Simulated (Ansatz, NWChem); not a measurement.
**RbI (SMILES [Rb][I]): the vertical energy of the triplet above the singlet, rung by rung**

RbI has 2 atoms, charge 0, and is taken as a singlet. SMILES: `[Rb][I]`. Geometry: the measured bond length.

```xyz
2

Rb    0.0000    0.0000    0.0000
I     0.0000    0.0000    3.1769
```

Each level gives the vertical energy of the triplet above the singlet (eV). The values are calculated.

| level | kind | program | value (eV) | less CCSD(T)/def2-TZVPP | CPU time (all runs) |
| --- | --- | --- | --- | --- | --- |
| SVWN5/def2-TZVPP (core potential) | LDA | NWChem | 3.85 | +0.14 | 47 s |
| BLYP/def2-TZVPP (core potential) | GGA | NWChem | 3.65 | -0.06 | 71 s |
| B3LYP/def2-TZVPP (core potential) | global hybrid | Ansatz | 3.73 | +0.02 | 60 s |
| CAM-B3LYP/def2-TZVPP (core potential) | range-separated hybrid | Ansatz | 3.77 | +0.06 | 43 s |
| B2PLYP/def2-TZVPP (core potential) | double hybrid | Ansatz | 3.77 | +0.06 | 48 s |
| RPA@PBE/def2-TZVPP (core potential) | RPA | Ansatz | 3.33 | -0.38 | 1.7 min |
| MP2/def2-TZVPP (core potential) | perturbation theory | Ansatz | 3.86 | +0.15 | 12 s |
| CCSD(T)/def2-TZVPP (core potential) | coupled cluster or CI | Ansatz | 3.71 | 0.00 | 51 s |

Differences are taken from CCSD(T)/def2-TZVPP (core potential) for orientation; it has basis-set and higher-order errors of its own. Spin-orbit coupling, which can split open shells on such heavy atoms by tenths of an eV, is left out. The values span 3.33 to 3.86 eV. In the correlated wave-function rows the outer d shell of I is correlated, in sets not made for it. Times are those of the runs behind each value, whatever else they computed, on shared processors of several kinds: orders of magnitude only.
